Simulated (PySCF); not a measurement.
Species: `[SiH3]C[C@@H]1C[C@]1(Cl)CO[SiH3]`. The columns A, B, C and D hold Mulliken, IAO, Hirshfeld and ESP-fitted charges (e) of one PBE0/pcSseg-1 density (PySCF), in a shuffled order. Coordinates in Å (GFN2-xTB); the density's dipole moment is (-1.04, -0.22, 0.96) D.

| atom | x | y | z | A | B | C | D |
| --- | --- | --- | --- | --- | --- | --- | --- |
| Si1 | -3.082 | 0.861 | 0.242 | +0.369 | +0.318 | +0.505 | +0.605 |
| C2 | -1.182 | 0.766 | 0.146 | -0.407 | -0.152 | -0.434 | -0.528 |
| C3 | -0.717 | -0.583 | -0.337 | +0.169 | -0.040 | -0.184 | -0.121 |
| C4 | -0.610 | -1.753 | 0.600 | -0.448 | -0.092 | -0.049 | -0.296 |
| C5 | 0.631 | -1.140 | 0.022 | -0.099 | +0.023 | -0.463 | -0.008 |
| Cl6 | 1.458 | -2.063 | -1.238 | -0.104 | -0.022 | -0.073 | -0.088 |
| C7 | 1.619 | -0.387 | 0.878 | +0.068 | +0.004 | +0.276 | -0.046 |
| O8 | 2.072 | 0.790 | 0.296 | -0.460 | -0.222 | -0.638 | -0.640 |
| Si9 | 2.670 | 1.074 | -1.188 | +0.602 | +0.351 | +0.698 | +0.855 |
| H10 | -3.465 | 2.198 | 0.694 | -0.098 | -0.077 | -0.084 | -0.116 |
| H11 | -3.564 | -0.144 | 1.192 | -0.098 | -0.078 | -0.083 | -0.121 |
| H12 | -3.650 | 0.595 | -1.081 | -0.092 | -0.076 | -0.084 | -0.119 |
| H13 | -0.800 | 1.534 | -0.530 | +0.146 | +0.044 | +0.166 | +0.157 |
| H14 | -0.753 | 0.978 | 1.124 | +0.160 | +0.042 | +0.137 | +0.146 |
| H15 | -1.055 | -0.817 | -1.341 | +0.082 | +0.045 | +0.146 | +0.155 |
| H16 | -0.798 | -1.588 | 1.650 | +0.191 | +0.052 | +0.131 | +0.150 |
| H17 | -0.904 | -2.731 | 0.250 | +0.183 | +0.051 | +0.145 | +0.166 |
| H18 | 2.474 | -1.042 | 1.097 | +0.104 | +0.038 | +0.132 | +0.143 |
| H19 | 1.148 | -0.116 | 1.830 | +0.104 | +0.048 | +0.101 | +0.146 |
| H20 | 1.656 | 0.909 | -2.232 | -0.138 | -0.090 | -0.114 | -0.153 |
| H21 | 3.030 | 2.469 | -0.985 | -0.123 | -0.083 | -0.119 | -0.137 |
| H22 | 3.811 | 0.210 | -1.492 | -0.112 | -0.087 | -0.112 | -0.149 |

Which column most likely holds the ESP-fitted charges?

A. Σ q r misses the density's dipole by 0.04 D (A), 0.67 D (B), 1.21 D (D), 1.74 D (C). Charges fitted to the outside potential are the only set here that is tied to the molecule's multipoles.

And the Hirshfeld charges?

B. The mean sizes are 0.093 e (B), 0.198 e (A), 0.221 e (C), 0.229 e (D), and Hirshfeld charges are commonly the smallest of these schemes.

As computed, A = ESP-fitted, B = Hirshfeld, C = Mulliken, D = IAO. Hydrogens on carbon: ESP-fitted +0.08 to +0.19, Hirshfeld +0.04 to +0.05, Mulliken +0.10 to +0.17, IAO +0.14 to +0.17 e.

The IAO scheme counts the electrons in orthogonalised intrinsic atomic orbitals, a minimal basis polarised so that it spans the occupied orbitals exactly. The ESP scheme is a least-squares fit of atom-centred charges to the potential on four shells outside the van der Waals surface, with the total charge fixed.

Isolated species at its GFN2-xTB geometry (one conformer only).

Shape of the structure used: `[SiH3:1][CH2:2][C@@H:3]1[CH2:4][C@:5]1([Cl:6])[CH2:7][O:8][SiH3:9]`: Si1–C2–C3–C4 -82°, C4–C5–C7–O8 -137°, C5–C7–O8–Si9 -50°.
